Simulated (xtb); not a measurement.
Job for xtb: GFN2-xTB on CH6GeO2 (SMILES [CH3][GeH]([OH])[OH]), a point of a torsion scan.

```
$ xtb mol.xyz --gfn 2 --opt vtight --chrg 0 --uhf 0 --input xcontrol
10

C     -1.16863445    -0.46211646    -0.08565797
Ge     0.52906907     0.20546979     0.53313635
O      1.82022929     0.06798916    -0.67487909
O      0.34454671     1.95250257     0.91597056
H     -1.16472444    -1.52267151    -0.36953919
H     -1.58542673     0.11654120    -0.94432599
H     -1.89832629    -0.34479578     0.74649641
H      0.98654079    -0.54852427     1.81226620
H      1.51006301    -0.06722304    -1.59304906
H     -0.25191076     2.32884007     0.20789993
$constrain
  force constant=1.0
  dihedral: 5,1,2,3,60.0
$end
```

Program output:

```
[...]
           -------------------------------------------------
          |                Calculation Setup                |
           -------------------------------------------------



           -------------------------------------------------
          |                 G F N 2 - x T B                 |
           -------------------------------------------------

        Reference                      10.1021/acs.jctc.8b01176
      * Hamiltonian:
        H0-scaling (s, p, d)           1.850000    2.230000    2.230000
        zeta-weighting                 0.500000
      * Dispersion:
        s8                             2.700000
        a1                             0.520000
        a2                             5.000000
        s9                             5.000000
      * Repulsion:
        kExp                           1.500000    1.000000
        rExp                           1.000000
      * Coulomb:
        alpha                          2.000000
        third order                    shell-resolved
        anisotropic                    true
        a3                             3.000000
        a5                             4.000000
        cn-shift                       1.200000
        cn-exp                         4.000000
        max-rad                        5.000000


          ...................................................
          :                      SETUP                      :
          :.................................................:
          :  # basis functions                  28          :
          :  # atomic orbitals                  27          :
          :  # shells                           15          :
          :  # electrons                        26          :
          :  max. iterations                   250          :
          :  Hamiltonian                  GFN2-xTB          :
          :  restarted?                      false          :
          :  GBSA solvation                  false          :
          :  PC potential                    false          :
          :  electronic temp.          300.0000000     K    :
          :  accuracy                    1.0000000          :
          :  -> integral cutoff          0.2500000E+02      :
          :  -> integral neglect         0.1000000E-07      :
          :  -> SCF convergence          0.1000000E-05 Eh   :
          :  -> wf. convergence          0.1000000E-03 e    :
          :  Broyden damping             0.4000000          :
          :  net charge                          0          :
          :  unpaired electrons                  0          :
          ...................................................

 iter      E             dE          RMSdq      gap      omega  full diag
   1    -14.9740350 -0.149740E+02  0.579E+00    7.59       0.0  T
   2    -14.8627063  0.111329E+00  0.879E+00    9.21       1.0  T
   3    -15.3385643 -0.475858E+00  0.424E+00    8.56       1.0  T
   4    -15.3632891 -0.247248E-01  0.153E+00    8.39       1.0  T
   5    -15.3793498 -0.160606E-01  0.234E-01    8.23       1.0  T
   6    -15.3793870 -0.372857E-04  0.824E-02    8.22       1.0  T
   7    -15.3793789  0.818601E-05  0.688E-02    8.22       1.0  T
   8    -15.3793925 -0.136922E-04  0.103E-02    8.22       3.1  T
   9    -15.3793927 -0.199080E-06  0.406E-03    8.22       7.8  T
  10    -15.3793928 -0.773972E-08  0.106E-03    8.22      30.0  T
  11    -15.3793928 -0.879078E-09  0.342E-04    8.22      92.5  T
  12    -15.3793928 -0.139192E-09  0.743E-05    8.22     425.7  T

   *** convergence criteria satisfied after 12 iterations ***

         #    Occupation            Energy/Eh            Energy/eV
      -------------------------------------------------------------
         1        2.0000           -0.6884390             -18.7334
       ...           ...                  ...                  ...
         7        2.0000           -0.4963866             -13.5074
         8        2.0000           -0.4941322             -13.4460
         9        2.0000           -0.4781487             -13.0111
        10        2.0000           -0.4715314             -12.8310
        11        2.0000           -0.4444894             -12.0952
        12        2.0000           -0.4425054             -12.0412
        13        2.0000           -0.4257503             -11.5853 (HOMO)
        14                         -0.1235458              -3.3619 (LUMO)
        15                         -0.0631166              -1.7175
        16                         -0.0493013              -1.3416
        17                         -0.0249574              -0.6791
        18                          0.0619391               1.6854
       ...                                ...                  ...
        27                          0.9966458              27.1201
      -------------------------------------------------------------
                  HL-Gap            0.3022045 Eh            8.2234 eV
             Fermi-
[...]
                    ::
         :::::::::::::::::::::::::::::::::::::::::::::::::::::
         :: total energy             -15.302675587131 Eh    ::
         :: gradient norm              0.000056560704 Eh/a0 ::
         :: HOMO-LUMO gap              8.144090314817 eV    ::
         ::.................................................::
         :: SCC energy               -15.410977109326 Eh    ::
         :: -> isotropic ES            0.044854828051 Eh    ::
         :: -> anisotropic ES         -0.001216105770 Eh    ::
         :: -> anisotropic XC          0.002064534418 Eh    ::
         :: -> dispersion             -0.004475666709 Eh    ::
         :: repulsion energy           0.108301102387 Eh    ::
         :: add. restraining           0.000000419809 Eh    ::
         :: total charge              -0.000000000000 e     ::
         :::::::::::::::::::::::::::::::::::::::::::::::::::::

           -------------------------------------------------
          |                Property Printout                |
           -------------------------------------------------

    * Orbital Energies and Occupations

         #    Occupation            Energy/Eh            Energy/eV
      -------------------------------------------------------------
         1        2.0000           -0.6894653             -18.7613
         2        2.0000           -0.6701202             -18.2349
         3        2.0000           -0.6312737             -17.1778
         4        2.0000           -0.5843367             -15.9006
         5        2.0000           -0.5580465             -15.1852
         6        2.0000           -0.5267039             -14.3323
         7        2.0000           -0.4868341             -13.2474
         8        2.0000           -0.4830917             -13.1456
         9        2.0000           -0.4737176             -12.8905
        10        2.0000           -0.4688318             -12.7576
        11        2.0000           -0.4546656             -12.3721
        12        2.0000           -0.4496765             -12.2363
        13        2.0000           -0.4116020             -11.2003 (HOMO)
        14                         -0.1123122              -3.0562 (LUMO)
        15                         -0.0674029              -1.8341
        16                         -0.0396794              -1.0797
        17                          0.0108617               0.2956
        18                          0.1249883               3.4011
        19                          0.1588411               4.3223
        20                          0.1713498               4.6627
        21                          0.1785933               4.8598
        22                          0.1863287               5.0703
        23                          0.2005742               5.4579
        24                          0.2711358               7.3780
       ...                                ...                  ...
        27                          1.1193085              30.4579
      -------------------------------------------------------------
                  HL-Gap            0.2992898 Eh            8.1441 eV
             Fermi-level           -0.2619571 Eh           -7.1282 eV

     #   Z          covCN         q      C6AA      α(0)
     1   6 C        3.661    -0.152    23.742     6.991
     2  32 Ge       3.394     0.316   172.615    23.962
     3   8 O        1.586    -0.480    22.503     6.402
     4   8 O        1.587    -0.462    22.139     6.350
     5   1 H        0.925     0.047     2.355     2.400
     6   1 H        0.925     0.066     2.127     2.281
     7   1 H        0.925     0.056     2.248     2.345
     8   1 H        0.933    -0.017     3.364     2.868
     9   1 H        0.809     0.303     0.711     1.324
    10   1 H        0.815     0.322     0.656     1.271

 Mol. C6AA /au·bohr⁶  :       1235.208560
 Mol. C8AA /au·bohr⁸  :      48686.306312
 Mol. α(0) /au        :         56.193243


Wiberg/Mayer (AO) data.
largest (>0.10) Wiberg bond orders for each atom

 ---------------------------------------------------------------------------
     #   Z sym  total        # sym  WBO       # sym  WBO       # sym  WBO
 ---------------------------------------------------------------------------
     1   6 C    3.992 --     7 H    0.973     5 H    0.972     6 H    0.964
                             2 Ge   0.853     8 H    0.107
     2  32 Ge   4.018 --     4 O    1.163     3 O    1.122     1 C    0.853
                             8 H    0.776
     3   8 O    2.175 --     2 Ge   1.122     9 H    0.887
     4   8 O    2.195 --     2 Ge   1.163    10 H    0.869
     5   1 H    0.998 --     1 C    0.972
     6   1 H    0.996 --     1 C    0.964
     7   1 H    0.997 --     1 C    0.973
     8   1 H    1.000 --     2 Ge   0.776     1 C    0.107
     9   1 H    0.908 --     3 O    0.887
    10   1 H    0.896 --     4 O    0.869
 ---------------------------------------------------------------------------

Topologies differ in total number of bonds
Writing topology from bond orders to xtbtopo.mol

molecular dipole:
                 x           y           z       tot (Debye)
 q only:        0.059      -0.605      -0.219
   full:        0.035      -0.772      -0.395       2.206
molecular quadrupole (traceless):
                xx          xy          yy          xz          yz          zz
 q only:        0.215       0.489       1.015       0.366       0.100      -1.230
  q+dip:        0.418       0.477       0.918       0.789      -0.296      -1.336
   full:        0.479       0.833       1.317       0.052       0.349      -1.796

           -------------------------------------------------
          |                Geometry Summary                 |
           -------------------------------------------------

      molecular mass/u    :      122.6847404
   center of mass at/Å    :        0.2664482       0.4266925       0.2570801
  moments of inertia/u·Å² :        0.8448207E+02   0.1028058E+03   0.1524189E+03
rotational constants/cm⁻¹ :        0.1995409E+00   0.1639755E+00   0.1106007E+00

 * 9 selected distances

     #   Z          #   Z                                           value/Å
     1   6 C        2  32 Ge                                      1.9740427 (max)
     2  32 Ge       3   8 O                                       1.7607828
     2  32 Ge       4   8 O                                       1.7343219
     1   6 C        5   1 H                                       1.0860844
     1   6 C        6   1 H                                       1.0869426
Note: The following floating-point exceptions are signalling: IEEE_UNDERFLOW_FLAG IEEE_DENORMAL
normal termination of xtb
     1   6 C        7   1 H                                       1.0841426
     2  32 Ge       8   1 H                                       1.5189323
     3   8 O        9   1 H                                       0.9529231 (min)
     4   8 O       10   1 H                                       0.9553731

 * 5 distinct bonds (by element types)

   Z      Z             #   av. dist./Å        max./Å        min./Å
   1 H    6 C           3     1.0857232     1.0869426     1.0841426
   1 H    8 O           2     0.9541481     0.9553731     0.9529231
   1 H   32 Ge          1     1.5189323     1.5189323     1.5189323
   6 C   32 Ge          1     1.9740427     1.9740427     1.9740427
   8 O   32 Ge          2     1.7475523     1.7607828     1.7343219


optimized geometry written to: xtbopt.xyz


           -------------------------------------------------
          | TOTAL ENERGY              -15.302675587131 Eh   |
          | GRADIENT NORM               0.000056560704 Eh/α |
          | HOMO-LUMO GAP               8.144090314817 eV   |
           -------------------------------------------------

------------------------------------------------------------------------
------------------------------------------------------------------------
 total:
 SCF:
 ANC optimizer:
```

The run finished.

Warnings raised: the energy holds the restraint's term.

Cost: around 0.15 core-seconds (rough).
